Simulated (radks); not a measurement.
Values are calculated unless marked as measured or tabulated.
Task: Neutral bismuth, 83 electrons, occupied as [Hg] 6p3. Code: a radial shooting solver on a logarithmic mesh with Libxc functionals. Model: Dirac Kohn-Sham, PBE, spin-unpolarised, spherical densities, finite nucleus; open shells are shared between the two j in proportion to 2j + 1; Fermi nuclear charge, rms radius 5.5211 fm. Some entries of the table are withheld. Estimate them.

orbital,occ.,eigenvalue (hartree),r(max) (bohr),<r^2> (bohr^2)
1s1/2,2,-3324.020,0.009661,0.0003465
2s1/2,2,-596.7431,0.05643,0.005190
2p1/2,2,-573.6179,(1),0.003643
2p3/2,4,-488.3816,(2),0.004823
3s1/2,2,(3),0.1588,0.03361
3p1/2,2,(4),0.1478,0.03049
3p3/2,4,(5),0.1636,0.03680
3d3/2,4,-97.09869,0.1269,0.02802
3d5/2,6,-93.05218,0.1312,0.02972
4s1/2,2,-33.05059,0.3564,0.1606
4p1/2,2,-28.46628,(6),0.1625
4p3/2,4,-23.76348,(7),0.1933
4d3/2,4,-16.28280,0.3763,0.2000
4d5/2,6,-15.40488,0.3859,0.2105
5s1/2,2,-5.77221,0.7719,0.7755
4f5/2,6,-5.69825,0.3399,0.2291
4f7/2,8,-5.49649,0.3444,0.2355
5p1/2,2,-4.18170,0.8073,0.8837
5p3/2,4,-3.27645,0.8833,1.072
5d3/2,4,-1.05641,1.017,1.697
5d5/2,6,-0.94629,1.047,1.826
6s1/2,2,-0.52845,1.873,5.373
6p1/2,1,-0.22010,2.232,8.757
6p3/2,2,-0.14953,2.558,11.94

Result: 
(1) 2p1/2 r(max) (bohr): 0.04119
(2) 2p3/2 r(max) (bohr): 0.04902
(3) 3s1/2 eigenvalue (hartree): -144.0262
(4) 3p1/2 eigenvalue (hartree): -133.5123
(5) 3p3/2 eigenvalue (hartree): -114.4282
(6) 4p1/2 r(max) (bohr): 0.3537
(7) 4p3/2 r(max) (bohr): 0.3855
